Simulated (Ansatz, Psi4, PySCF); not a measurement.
System: H₄SiNO₃, net charge 0, doublet state. SMILES: N[Si]([O])(O)O
Structure (B3LYP-D3(BJ)/def2-TZVP (Ansatz, a quantum-chemistry and plane-wave program) minimum search):
```xyz
9

N     -1.4829    -0.7132    -0.0706
Si     0.0829     0.0195     0.0199
O      0.4089    -0.3829     1.5495
O      0.0192     1.6290    -0.2789
O      1.0351    -0.6624    -1.1131
H     -1.5530    -1.7141    -0.1912
H     -2.2487    -0.3542     0.4810
H     -0.0499     2.2129     0.4805
H      1.3654    -0.0955    -1.8141
```
Charge 0, spin multiplicity 2.

Wanted: size of the dipole moment, in D. Set-up: non-relativistic; no dispersion term unless named; no spin-orbit coupling; 6-31G* and kin with 6d, 5d where marked; open shells spin-unrestricted; 6-311+G** with 5d, 6d on Na to Ar in Ansatz. First-principles rows: single points at B3LYP-D3(BJ) geometries (Ansatz).

```tsv
level	program	size of the dipole moment (D)
SVWN5/6-31G*	Ansatz	2.93
PBE/3-21G	Ansatz	2.66
PBE/6-31G*	Ansatz	2.77
PBE/def2-SVP	Ansatz	2.71
B3LYP/6-31G*	Ansatz	2.44
B3LYP/6-31+G*	Ansatz	2.57
B3LYP/def2-SVP	Ansatz	2.38
PBE0/6-311+G**	Ansatz	2.38
M06-2X/6-31G* (5d)	PySCF	1.96
wB97X-D/6-311+G**	Psi4	2.27
```

No value to compare with is used here. The 10 habitual levels span 1.96 (M06-2X/6-31G* (5d)) to 2.93 D (SVWN5/6-31G*).

The levels are drawn from those run, B3LYP/6-31G* more often than the rest, none by its result; left out are runs that failed, that the program found above a lower state of the same kind, or whose <S^2> lies over 0.5 above the pure value.
